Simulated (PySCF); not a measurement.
```xyz
3
charge 0 multiplicity 3, angstrom
Ta    0.0000    0.0000   -0.2417
O     0.0000    0.0000   -1.9704
Cl    0.0000    0.0000    2.1521
```

These are results of UPBE0 in PySCF with Ta def2-TZVP with ECP60, O def2-TZVP, Cl def2-TZVP; scalar-relativistic core potentials, no spin–orbit coupling; density-fitted integrals, not measurements.

This geometry of TaOCl is a stationary point at this level.

Task: What is the point group?

Result: C∞v.

Task: Is it a minimum?

Result: No: it has 2 imaginary modes (one degenerate set), at 132i cm⁻¹ (π).

Task: List the harmonic modes with their infrared intensities.

Result: 
```json
{"symmetry": "π", "ω (cm⁻¹)": "132i", "IR (km/mol, summed over degenerate members)": "–", "type": "bend"}
{"symmetry": "σ+", "ω (cm⁻¹)": "343", "IR (km/mol, summed over degenerate members)": "65.6", "type": "stretch"}
{"symmetry": "σ+", "ω (cm⁻¹)": "984", "IR (km/mol, summed over degenerate members)": "226", "type": "stretch"}
```

Task: What are the dipole moment and the gap between the highest occupied and lowest empty levels of either spin?

Result: 0.47 D and 3.01 eV.

In C∞v the vibrations span π + 2σ+.

This need not be the most stable arrangement of these atoms. Other spin states or occupations of the open shell can lie lower. At this level a triplet minimum of Cs symmetry lies 55 kJ/mol below this structure. Spin–orbit coupling, left out here, can matter for elements this heavy.
